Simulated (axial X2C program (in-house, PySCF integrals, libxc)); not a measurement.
## LiZn⁻: cheaper levels and CCSD(T), 2c

Computed with an axial X2C code built on PySCF integrals. Two-component (2c) means X2C with spin–orbit coupling and atomic mean-field two-electron Coulomb and Gaunt terms. Basis: Zn dyall-acv3z [10s11p7d4f2g], Li dyall-av3z [9s9p3d] (cores contracted in-house); Gaussian nuclei, density fitting, unrestricted open shells. Masses: Zn 63.929 u, Li 7.016 u.

State: Ω = 0 (closed shell); fragments Zn + Li-.

```csv
level,Re (Å),ωe (cm⁻¹),De (eV)
PBE0,3.375,99.7,0.210
MP2,3.548,72.5,0.116
TPSSh,3.320,101.4,0.202
```

Correlated methods: 14 electrons correlated (number of frozen shells: Zn 3 s, 2 p; Li 1 s), 270 virtual spin orbitals or spinors in MP2, 90 natural virtuals in coupled cluster.

CCSD(T), same Hamiltonian and basis:

Re = 3.463 Å, ωe = 81.1 cm⁻¹; T1 = 0.029 (Lee–Taylor normalisation).

(1) Give the differences from CCSD(T) in the columns below.

The state is one determinant whose occupation by symmetry is held fixed; it was picked as the lowest of a PBE0 search that is not exhaustive. De is counted from the lowest determinant-based energies of the atoms at the same level, without counterpoise correction. De is not given where an atomic determinant may have missed its ground term or J level, or where the truncated virtual space spoils (T). Coupled cluster ran in a truncated set of natural virtual spinors; the MP2 energy of the rest was added. (T) has no such correction and the atoms are truncated less, which lowers De at CCSD(T) by a hundredth of an eV or more. Other states lie close and PBE0, whose exact exchange favours high spin, may order them wrongly; the determinant shown need not be the ground state. The nearest other 2c determinant of the search, Ω = 1, lies 0.38 eV up at the distance of the search. The highest occupied level of some functionals is positive through self-interaction error; at Hartree–Fock it is bound. The T1 diagnostic is large, a sign of multireference character. The levels of this run spread widely (ωe from 72 to 101 cm⁻¹), so these constants depend on the method.

Results:

(1) 

```tsv
level	ΔRe (Å)	Δωe (cm⁻¹)
PBE0	-0.088	18.6
MP2	0.085	-8.6
TPSSh	-0.143	20.3
```
